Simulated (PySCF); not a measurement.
Does the structure fit the spectrum?

A compound C5H3F3P2 gives the data below (simulated from a calculation) and was assigned the structure `FC(F)(F)c1ccpcp1`.

$^{13}$C{$^{1}$H} NMR (computed): δ 171.5 (C), 168.9 (CH), 168.2 (CH), 167.5 (CH), 134.6 (C).

$^{1}$H NMR (400 MHz, computed): δ 10.23 (m, 1H), 9.91 (m, 1H), 9.91 (m, 1H).

Calculated, not measured (PySCF 2.14.0 with density-fitted response routines): shieldings: GIAO PBE0/pcSseg-1, structure optimised with GFN2-xTB. Fast rotation and ring inversion assumed for equivalent nuclei, relativity neglected, single conformer, isolated molecule.

Chemical shifts δ = σref − σ; $^{1}$H (σref 31.72) and $^{13}$C (σref 186.93) against TMS, all at this level.

(1) Compare with the shifts computed for the proposed structure, pairing carbons in order of shift.

(2) Which isomer fits?

Results:

(1) Atoms are numbered as in `[F:1][C:2]([F:3])([F:4])[c:5]1[cH:6][cH:7][p:8][cH:9][p:10]1`. Each H is labelled by its parent atom.

```
atom  computed for proposal  given list  difference
  C9                  195.8       171.5       +24.3
  C5                  166.5       168.9        -2.4
  C7                  162.5       168.2        -5.7
  C6                  138.4       167.5       -29.1
  C2                  135.8       134.6        +1.2
```

The rms difference is 17.1 ppm and the largest -29.1 ppm at C6 (aromatic CH). The carbon types in order of shift don't match either: CH, C, CH, CH, C for the proposal against C, CH, CH, CH, C in the data. The proposal doesn't fit.

(2) SMILES FC(F)(F)c1cpccp1.

δC 171.5: substituted aromatic carbon. δC 168.9, 168.2, 167.5: aromatic CH. δC 134.6: CF3 carbon; 3 electronegative neighbours deshield it. δH 10.23, 9.91, 9.91: hydrogen on an aromatic CH; the ring current deshields protons in the ring plane.

The shifts were computed for this structure.

Splittings by $^{19}$F and $^{31}$P in the carbon and heteronuclear signals aren't shown, as no couplings were computed. Shifts are as computed. Against solution values, carbons near 30 ppm lie about +3 ppm off and those near 130 ppm about +5 ppm. Of 1211 compounds with measured shifts, 218 miss one by over three times the rms of a fit or turn the order of signals round; such compounds aren't used in these exercises. No couplings were computed; multiplicities are counted from neighbouring protons, with m where these are inequivalent, close in shift, in a saturated or five-membered ring or joined by F or P, and br s for small geminal =CH2 splittings.
